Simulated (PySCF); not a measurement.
H⁻ (hydrogen, charge -1) across methods

1s2, closed-shell 1S. All numbers are calculated (PySCF 2.14, the non-relativistic Hamiltonian (point nucleus), in dyall-av3z (10s3p2d, 29 functions)).

```csv
method,E (hartree),mean ε 1s (eV),Σ⟨r²⟩ (bohr²),⟨S²⟩
PW91,-0.5291,1.628,22.32,0.000
M06-2X,-0.5220,-0.021,21.53,0.000
LDA,-0.5132,1.521,23.52,0.000
PBE0,-0.5242,0.854,20.77,0.000
PBE,-0.5264,1.623,22.72,0.000
M06-L,-0.5261,1.673,18.20,0.000
BHandHLYP,-0.5233,0.080,19.52,0.000
r2SCAN,-0.5267,1.497,21.48,0.000
```

**Question.** Estimate the same row for UHF.

**Answer.** E (hartree) = -0.48790; mean ε 1s (eV) = -1.254; Σ⟨r²⟩ (bohr²) = 18.63; ⟨S²⟩ = 0.000.

The outer electron is barely bound at this level, so radii and moments hang on the diffuse functions.

The highest occupied level is positive at PW91, LDA, PBE0, PBE, M06-L, BHandHLYP, r2SCAN: only the finite basis holds that electron, which in a density functional comes from self-interaction.
